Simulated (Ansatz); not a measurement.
Molecule: C4H6S (charge 0, singlet). 
Coordinates optimised at B3LYP-D3(BJ)/def2-TZVP (Ansatz, a program for electronic structure):
```
C
C 1 1.3252
H 2 1.0834 1 123.13
H 1 1.0834 2 123.13 3 0.00
C 2 1.4977 3 119.67 1 -180.00
H 5 1.0924 2 111.84 3 60.48
H 5 1.0924 6 107.75 2 123.31
C 1 1.4977 4 119.67 2 -180.00
H 8 1.0924 1 111.84 4 60.48
H 8 1.0924 9 107.75 1 123.31
S 5 1.8383 6 109.86 7 119.67
```

Dipole moments at this geometry, in debye (magnitudes).

```
level                    program  dipole (D)
-----------------------  -------  ----------
SVWN5/def2-TZVPD          Ansatz        1.78
PBE/def2-TZVPD            Ansatz        1.77
r2SCAN/def2-TZVPD         Ansatz        1.84
B97M-V/def2-TZVPD         Ansatz        1.79
r2SCANh/def2-TZVPD        Ansatz           …
HSE06/def2-TZVPD          Ansatz        1.81
CAM-B3LYP/def2-TZVPD      Ansatz        1.80
LC-wPBE/def2-TZVPD        Ansatz        1.84
CCSD(T)/aug-cc-pV(D+d)Z   Ansatz           …
```

Task: Some entries are withheld; supply them.

Result: 
- r2SCANh/def2-TZVPD, dipole (D): 1.85
- CCSD(T)/aug-cc-pV(D+d)Z, dipole (D): 1.80

Measured: 1.75 D (NIST CCCBDB, as tabulated in the package chemicals), a vibrational average, which may belong to another conformer or a mix. This is an older compilation, not checked against later work.
